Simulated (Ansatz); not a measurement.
## Molecular dynamics of CH3F + H2Te

Input:

```yaml
crystal:
  periodic: [false, false, false]
  atoms:
    - { symbol: C, position_ang: [-0.025161, -0.228646, -1.727819] }
    - { symbol: F, position_ang: [-0.361195, 0.817926, -0.877006] }
    - { symbol: H, position_ang: [-0.355867, -1.195857, -1.288414] }
    - { symbol: H, position_ang: [1.0763, -0.253826, -1.879399] }
    - { symbol: H, position_ang: [-0.526333, -0.085766, -2.710226] }
    - { symbol: Te, position_ang: [-0.047944, 0.985292, 2.411611] }
    - { symbol: H, position_ang: [0.085361, -0.646307, 2.029896] }
    - { symbol: H, position_ang: [0.154838, 0.607085, 4.041456] }
basis:
  gaussian: { orbitals: def2-SVP }
hamiltonian:
  xc: revpbe
md:
  timestep: 4.0
  n_steps: 40
  ensemble: nvt_nose_hoover
  temperature: 1000.0
  initial_velocities: maxwell_boltzmann
  seed: 31069
scf:
  lower_state_search: "off"
```

Run as:

```bash
$ ansatz run input.yaml --threads 1 --pin off --max-ram 2048MiB --backend cpu --events-out ev --progress --plain --runs-dir out
```

It starts from a relaxed structure.

Output, in part (step lines, the closing report, with atoms numbered from 0):

```
md step     0: t =     0.00 fs  T =  1000.0 K  F+E_penalty+E_count = -11124.83936664 eV  E_kin = 0.775560 eV  conserved = -11124.06380665 eV  (14 SCF iters)
md step     1: t =     4.00 fs  T =  1302.6 K  F+E_penalty+E_count = -11123.55785814 eV  E_kin = 1.010233 eV  conserved = -11122.54750262 eV  (24 SCF iters)
md step     2: t =     8.00 fs  T =  4286.3 K  F+E_penalty+E_count = -11120.19573265 eV  E_kin = 3.324312 eV  conserved = -11116.86493395 eV  (26 SCF iters)
md step     3: t =    12.00 fs  T =  6311.8 K  F+E_penalty+E_count = -11114.78296361 eV  E_kin = 4.895215 eV  conserved = -11109.82774287 eV  (27 SCF iters)
md step     4: t =    16.00 fs  T = 14519.5 K  F+E_penalty+E_count = -11110.90911737 eV  E_kin = 11.260715 eV  conserved = -11099.30421484 eV  (76 SCF iters)
md step     5: t =    20.00 fs  T = 11442.2 K  F+E_penalty+E_count = -11109.14154615 eV  E_kin = 8.874114 eV  conserved = -11099.22142265 eV  (43 SCF iters)
md step     6: t =    24.00 fs  T = 11376.4 K  F+E_penalty+E_count = -11110.39586548 eV  E_kin = 8.823085 eV  conserved = -11099.61090933 eV  (58 SCF iters)
md step     7: t =    28.00 fs  T = 10747.3 K  F+E_penalty+E_count = -11108.28682908 eV  E_kin = 8.335166 eV  conserved = -11096.89245570 eV  (43 SCF iters)
md step     8: t =    32.00 fs  T = 17441.6 K  F+E_penalty+E_count = -11107.83282024 eV  E_kin = 13.527000 eV  conserved = -11089.65744082 eV  (40 SCF iters)
md step     9: t =    36.00 fs  T = 15600.8 K  F+E_penalty+E_count = -11108.86292559 eV  E_kin = 12.099340 eV  conserved = -11090.09939392 eV  (69 SCF iters)
md step    10: t =    40.00 fs  T = 333202.9 K  F+E_penalty+E_count = -11087.09260651 eV  E_kin = 258.418816 eV  conserved = -10759.03440715 eV  (53 SCF iters)
md step    11: t =    44.00 fs  T = 743399.1 K  F+E_penalty+E_count = -11100.52036168 eV  E_kin = 576.550592 eV  conserved = -9958.49757892 eV  (268 SCF iters)
md step    12: t =    48.00 fs  T = 253935.3 K  F+E_penalty+E_count = -11100.02721782 eV  E_kin = 196.942086 eV  conserved = -9958.53129494 eV  (111 SCF iters)
md step    13: t =    52.00 fs  T = 101173.9 K  F+E_penalty+E_count = -11100.78713777 eV  E_kin = 78.466460 eV  conserved = -9958.46374429 eV  (336 SCF iters)
md step    14: t =    56.00 fs  T = 48749.2 K  F+E_penalty+E_count = -11102.83230045 eV  E_kin = 37.807957 eV  conserved = -9958.50008407 eV  (149 SCF iters)
md step    15: t =    60.00 fs  T = 104754.9 K  F+E_penalty+E_count = -11092.75894473 eV  E_kin = 81.243695 eV  conserved = -9860.13602862 eV  (271 SCF iters)
md step    16: t =    64.00 fs  T = 251088.2 K  F+E_penalty+E_count = -11098.04236333 eV  E_kin = 194.733997 eV  conserved = -9614.87037250 eV  (1394 SCF iters)
md step    17: t =    68.00 fs  T = 94921.7 K  F+E_penalty+E_count = -11098.01129772 eV  E_kin = 73.617480 eV  conserved = -9614.87021170 eV  (626 SCF iters)
md step    18: t =    72.00 fs  T = 42441.5 K  F+E_penalty+E_count = -11098.00473769 eV  E_kin = 32.915966 eV  conserved = -9614.87087633 eV  (394 SCF iters)
md step    19: t =    76.00 fs  T = 21620.6 K  F+E_penalty+E_count = -11098.00657742 eV  E_kin = 16.768041 eV  conserved = -9614.87061052 eV  (477 SCF iters)
md step    20: t =    80.00 fs  T = 12090.0 K  F+E_penalty+E_count = -11098.01525874 eV  E_kin = 9.376528 eV  conserved = -9614.87080297 eV  (214 SCF iters)
md step    21: t =    84.00 fs  T =  7248.9 K  F+E_penalty+E_count = -11098.02801354 eV  E_kin = 5.621949 eV  conserved = -9614.87064814 eV  (225 SCF iters)
md step    22: t =    88.00 fs  T =  4591.3 K  F+E_penalty+E_count = -11098.04524848 eV  E_kin = 3.560815 eV  conserved = -9614.87063403 eV  (193 SCF iters)
md step    23: t =    92.00 fs  T =  3043.4 K  F+E_penalty+E_count = -11098.06696894 eV  E_kin = 2.360329 eV  conserved = -9614.87053821 eV  (239 SCF iters)
md step    24: t =    96.00 fs  T =  2100.2 K  F+E_penalty+E_count = -11098.09381434 eV  E_kin = 1.628844 eV  conserved = -9614.87038214 eV  (197 SCF iters)
md step    25: t =   100.00 fs  T =  1505.9 K  F+E_penalty+E_count = -11098.12654837 eV  E_kin = 1.167902 eV  conserved = -9614.87029063 eV  (220 SCF iters)
md step    26: t =   104.00 fs  T =  1123.1 K  F+E_penalty+E_count = -11098.16593863 eV  E_kin = 0.871025 eV  conserved = -9614.87003608 eV  (346 SCF iters)
md step    27: t =   108.00 fs  T =   875.4 K  F+E_penalty+E_count = -11098.21415722 eV  E_kin = 0.678906 eV  conserved = -9614.86983714 eV  (203 SCF iters)
md step    28: t =   112.00 fs  T =   717.3 K  F+E_penalty+E_count = -11098.27241469 eV  E_kin = 0.556292 eV  conserved = -9614.86956817 eV  (362 SCF iters)
md step    29: t =   116.00 fs  T =   621.6 K  F+E_penalty+E_count = -11098.34241870 eV  E_kin = 0.482061 eV  conserved = -9614.86928662 eV  (105 SCF iters)
md step    30: t =   120.00 fs  T =   572.6 K  F+E_penalty+E_count = -11098.42680682 eV  E_kin = 0.444058 eV  conserved = -9614.86888140 eV  (176 SCF iters)
md step    31: t =   124.00 fs  T =   561.4 K  F+E_penalty+E_count = -11098.52912819 eV  E_kin = 0.435402 eV  conserved = -9614.86839189 eV  (186 SCF iters)
md step    32: t =   128.00 fs  T =   583.1 K  F+E_penalty+E_count = -11098.65320142 eV  E_kin = 0.452247 eV  conserved = -9614.86775120 eV  (197 SCF iters)
md step    33: t =   132.00 fs  T =   637.5 K  F+E_penalty+E_count = -11098.80512550 eV  E_kin = 0.494390 eV  conserved = -9614.86691292 eV  (251 SCF iters)
md step    34: t =   136.00 fs  T =   724.4 K  F+E_penalty+E_count = -11098.99096192 eV  E_kin = 0.561850 eV  conserved = -9614.86626292 eV  (178 SCF iters)
md step    35: t =   140.00 fs  T =   845.3 K  F+E_penalty+E_count = -11099.21609612 eV  E_kin = 0.655559 eV  conserved = -9614.86498810 eV  (143 SCF iters)
md step    36: t =   144.00 fs  T =  1005.7 K  F+E_penalty+E_count = -11099.49143857 eV  E_kin = 0.779991 eV  conserved = -9614.86401269 eV  (104 SCF iters)
md step    37: t =   148.00 fs  T =  1210.9 K  F+E_penalty+E_count = -11099.82682866 eV  E_kin = 0.939113 eV  conserved = -9614.86304435 eV  (49 SCF iters)
md step    38: t =   152.00 fs  T =  1461.0 K  F+E_penalty+E_count = -11100.23031106 eV  E_kin = 1.133111 eV  conserved = -9614.86343651 eV  (127 SCF iters)
md step    39: t =   156.00 fs  T =  1729.8 K  F+E_penalty+E_count = -11100.69006352 eV  E_kin = 1.341537 eV  conserved = -9614.86925115 eV  (130 SCF iters)
md step    40: t =   160.00 fs  T =  1912.5 K  F+E_penalty+E_count = -11101.12775936 eV  E_kin = 1.483256 eV  conserved = -9614.88862266 eV  (249 SCF iters)
Total energy: -11101.12790335 eV, -407.9589258335 hartree
Atom 0 at     1.295509    -2.257564    -5.592519 Å, force    -0.000392     0.000729     0.003246 eV/Å
Atom 1 at    -0.276507     0.821314     0.181232 Å, force     0.394962     0.354459     1.965659 eV/Å
Atom 2 at    -3.749173     3.709253    43.997895 Å, force     0.000004    -0.000004    -0.000018 eV/Å
Atom 3 at    12.594146     1.039251    -5.348530 Å, force    -0.000320    -0.000041     0.000045 eV/Å
Atom 4 at   -24.716934    18.640593     1.322863 Å, force     0.000032    -0.000026    -0.000001 eV/Å
Atom 5 at    -0.057755     1.026822     2.278349 Å, force    -0.440360    -0.397668    -2.273592 eV/Å
Atom 6 at     1.555312    -6.043471     0.795153 Å, force    -0.000485     0.001467    -0.000234 eV/Å
Atom 7 at    -1.339888    -0.065404     2.400409 Å, force     0.046560     0.041084     0.304897 eV/Å
Dipole moment:     0.567696    -0.689029    -1.276316 e Å
```

All steps were run. The conserved energy changed by up to 190000 meV per atom, so the integration failed: the time step of 4 fs is too long for the fastest motions that this run met, and the later frames carry no physical meaning.

Parted: C1–F2 1.39 → 6.73 Å, C1–H3 1.11 → 50.20 Å, C1–H4 1.11 → 11.77 Å, C1–H5 1.11 → 34.08 Å, Te6–H7 1.68 → 7.40 Å. Joined: F2–Te6 3.31 → 2.12 Å. It ends as C + FHTe + H + H + H + H. Pairs count as bonded within 1.25 times the sum of covalent radii (0.12 Å more for H–H).

Last frame:

```xyz
8
Properties=species:S:1:pos:R:3
C 1.296 -2.258 -5.593
F -0.277 0.821 0.181
H -3.749 3.709 43.998
H 12.594 1.039 -5.348
H -24.717 18.641 1.323
Te -0.058 1.027 2.278
H 1.555 -6.043 0.795
H -1.340 -0.065 2.400
```

Run time: 97 s on 1 thread of Intel(R) Xeon(R) 6975P-C (Granite Rapids), with other jobs on the host, peak memory 0.14 GiB.
